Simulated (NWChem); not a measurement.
AgI; SMILES [Ag][I]

Results from NWChem. Geometry: optimised at PBE0-D3(BJ)/def2-TZVP. def2 effective core potentials on Ag, I; no spin-orbit coupling.

Estimate the computed values for B3LYP/def2-SVP. Quantities: highest occupied level (eV); orbital gap (eV); dipole (D).


```
Property                     Value
---------------------------  -----
highest occupied level (eV)  -6.53
orbital gap (eV)              3.12
dipole (D)                    4.49
```
